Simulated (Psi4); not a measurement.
C4H8N2 (SMILES CN=C1CNC1), singlet, at a GFN2-xTB geometry; B3LYP/def2-SVPD (Psi4).

The Psi4 input:
```
memory 2 GB

molecule mol {
0 1
  C     2.361075   -0.092565    0.227972
  N     1.167459    0.667165    0.460485
  C     0.049270    0.242926    0.104462
  C    -0.541665   -0.977514   -0.574858
  N    -1.880411   -0.454475   -0.259533
  C    -1.329798    0.816888    0.236885
  H     2.832715   -0.277719    1.193505
  H     3.040596    0.523650   -0.361883
  H     2.192370   -1.046146   -0.285474
  H    -0.294227   -1.051189   -1.639602
  H    -0.348897   -1.940138   -0.094592
  H    -2.513368   -0.377029   -1.046532
  H    -1.651201    1.046217    1.255004
  H    -1.500614    1.695111   -0.393851
}

set basis def2-svpd
set reference rks

energy('b3lyp')
print_variables()
```

Output, abridged:

```
   => Loading Basis Set <=

    Name: DEF2-SVPD
    Role: ORBITAL
    Keyword: BASIS

         ---------------------------------------------------------
                                   SCF
               by Justin Turney, Rob Parrish, Andy Simmonett
                          and Daniel G. A. Smith
                              RKS Reference
         ---------------------------------------------------------

  ==> Geometry <==

    Molecular point group: c1
    Full point group: C1

    Geometry (in Angstrom), charge = 0, multiplicity = 1:

       Center              X                  Y                   Z               Mass
    ------------   -----------------  -----------------  -----------------  -----------------
         C            2.381841457755    -0.109416952916     0.211755443187    12.000000000000
         N            1.188225457755     0.650313047084     0.444268443187    14.003074004430
         C            0.070036457755     0.226074047084     0.088245443187    12.000000000000
         C           -0.520898542245    -0.994365952916    -0.591074556813    12.000000000000
         N           -1.859644542245    -0.471326952916    -0.275749556813    14.003074004430
         C           -1.309031542245     0.800036047084     0.220668443187    12.000000000000
         H            2.853481457755    -0.294570952916     1.177288443187     1.007825032230
         H            3.061362457755     0.506798047084    -0.378099556813     1.007825032230
         H            2.213136457755    -1.062997952916    -0.301690556813     1.007825032230
         H           -0.273460542245    -1.068040952916    -1.655818556813     1.007825032230
         H           -0.328130542245    -1.956989952916    -0.110808556813     1.007825032230
         H           -2.492601542245    -0.393880952916    -1.062748556813     1.007825032230
         H           -1.630434542245     1.029365047084     1.238787443187     1.007825032230
         H           -1.479847542245     1.678259047084    -0.410067556813     1.007825032230

  Running in c1 symmetry.

  Rotational constants: A =      0.32290  B =      0.08279  C =      0.06878 [cm^-1]
  Rotational constants: A =   9680.16507  B =   2481.95871  C =   2061.92417 [MHz]
  Nuclear repulsion =  233.843238123434730

  Charge       = 0
  Multiplicity = 1
  Electrons    = 46
  Nalpha       = 23
  Nbeta        = 23

  ==> Algorithm <==

  SCF Algorithm Type is DF.
  DIIS enabled.
  MOM disabled.
  Fractional occupation disabled.
  Guess Type is SAD.
  Energy threshold   = 1.00e-06
  Density threshold  = 1.00e-06
  Integral threshold = 1.00e-12

  ==> Primary Basis <==

  Basis Set: DEF2-SVPD
    Blend: DEF2-SVPD
    Number of shells: 80
    Number of basis functions: 184
    Number of Cartesian functions: 196
    Spherical Harmonics?: true
    Max angular momentum: 2

  ==> DFT Potential <==

   => LibXC <=

    Version 7.1.2
    S. Lehtola, C. Steigemann, M. J. T. Oliveira, and M. A. L. Marques,  SoftwareX 7, 1–5 (2018) (10.1016/j.softx.2017.11.002)

   => Composite Functional: B3LYP <=

    B3LYP Hyb-GGA Exchange-Correlation Functional

    P. J. Stephens, F. J. Devlin, C. F. Chabalowski, and M. J. Frisch,  J. Phys. Chem. 98, 11623 (1994) (10.1021/j100096a001)

    Deriv               =              1
    GGA                 =           TRUE
    Meta                =          FALSE

    Exchange Hybrid     =           TRUE
    MP2 Hybrid          =          FALSE

   => Exchange Functionals <=

    0.0800   Slater exchange
    0.7200         Becke 88

   => Exact (HF) Exchange <=

    0.2000               HF

   => Correlation Functionals <=

    0.1900   Vosko, Wilk & Nusair (VWN5_RPA)
    0.8100   Lee, Yang & Parr

   => LibXC Density Thresholds  <==

    XC_HYB_GGA_XC_B3LYP:  1.00E-15

   => Molecular Quadrature <=

    Radial Scheme          =       TREUTLER
    Pruning Scheme         =           NONE
    Nuclear Scheme         =       TREUTLER

    Blocking Scheme        =         OCTREE
    BS radius alpha        =              1
    Pruning alpha          =              1
    Radial Points          =             75
    Spherical Points       =            302
    Total Points           =         298567
    Total Blocks           =           2258
    Max Points             =            256
    Max Functions          =            182
    Weights Tolerance      =       1.00E-15

   => Loading Basis Set <=

    Name: (DEF2-SVPD AUX)
    Role: JKFIT
    Keyword: DF_BASIS_SCF

  ==> Integral Setup <==

  SCF_SUBTYPE=INCORE selected. In-core MEM_DF algorithm will be used.
  Using in-core AOs.

  ==> MemDFJK: Density-Fitted J/K Matrices <==

    J tasked:                   Yes
    K tasked:                   Yes
    wK tasked:                   No
    Algorithm:                 Core
    Schwarz Cutoff:           1E-12
    Mask sparsity (%):       1.4414
    Fitting Condition:        1E-10

   => Auxiliary Basis Set <=

  Basis Set: (DEF2-SVPD AUX)
    Blend: DEF2-UNIVERSAL-JKFIT
    Number of shells: 198
    Number of basis functions: 598
    Number of Cartesian functions: 702
    Spherical Harmonics?: true
    Max angular momentum: 4

  Minimum eigenvalue in the overlap matrix is 7.8795685038E-05.
  Reciprocal condition number of the overlap matrix is 6.8668893334E-06.
    Using symmetric orthogonalization.

  ==> Pre-Iterations <==

  SCF Guess: Superposition of Atomic Densities via on-the-fly atomic UHF (no occupation information).

   -------------------------
    Irrep   Nso     Nmo
   -------------------------
     A        184     184
   -------------------------
    Total     184     184
   -------------------------

  ==> Iterations <==

                           Total Energy        Delta E     RMS |[F,P]|

   @DF-RKS iter SAD:  -266.14531881124736   -2.66145e+02   0.00000e+00
   @DF-RKS iter   1:  -266.07809716609540    6.72216e-02   4.86951e-03 DIIS/ADIIS
   @DF-RKS iter   2:  -265.72885672098556    3.49240e-01   6.59157e-03 DIIS/ADIIS
   @DF-RKS iter   3:  -266.49158642525947   -7.62730e-01   8.91848e-04 DIIS/ADIIS
   @DF-RKS iter   4:  -266.49999571636448   -8.40929e-03   4.88505e-04 DIIS/ADIIS
   @DF-RKS iter   5:  -266.50309495945106   -3.09924e-03   1.73963e-04 DIIS/ADIIS
   @DF-RKS iter   6:  -266.50352536741281   -4.30408e-04   5.01738e-05 DIIS
   @DF-RKS iter   7:  -266.50356322778623   -3.78604e-05   7.19491e-06 DIIS
   @DF-RKS iter   8:  -266.50356385406513   -6.26279e-07   3.38088e-06 DIIS
   @DF-RKS iter   9:  -266.50356403925582   -1.85191e-07   3.60099e-07 DIIS
  Energy and wave function converged.

  ==> Post-Iterations <==

   Electrons on quadrature grid:
      Ntotal   =   46.0000432549 ; deviation = 4.325e-05

    Orbital Energies [Eh]
    ---------------------

    Doubly Occupied:

[...]
    Virtual:

[...]
    Final Occupation by Irrep:
              A
    DOCC [    23 ]
    NA   [    23 ]
    NB   [    23 ]

  @DF-RKS Final Energy:  -266.50356403925582

   => Energetics <=

    Nuclear Repulsion Energy =            233.8432381234347304
    One-Electron Energy =                -821.8679926305514982
    Two-Electron Energy =                 352.6711796279647615
    DFT Exchange-Correlation Energy =     -31.1499891601038179
    Empirical Dispersion Energy =           0.0000000000000000
    VV10 Nonlocal Energy =                  0.0000000000000000
    Total Energy =                       -266.5035640392558207

Computation Completed

Properties will be evaluated at   0.000000,   0.000000,   0.000000 [a0]

Properties computed using the SCF density matrix

 Multipole Moments:

 ------------------------------------------------------------------------------------
     Multipole            Electronic (a.u.)      Nuclear  (a.u.)        Total (a.u.)
 ------------------------------------------------------------------------------------

 L = 1.  Multiply by 2.5417464519 to convert [e a0] to [Debye]
 Dipole X            :         -1.8029253            1.8051780            0.0022527
 Dipole Y            :          1.1886983           -1.4649022           -0.2762039
 Dipole Z            :          0.7174208           -1.4096537           -0.6922329
 Magnitude           :                                                    0.7453053

 ------------------------------------------------------------------------------------

  Variable Map:
  ----------------------------------------------------------------------------
[...]
  Array Variable Map:
  ----------------------------------------------------------------------------
[...]
[...]
```
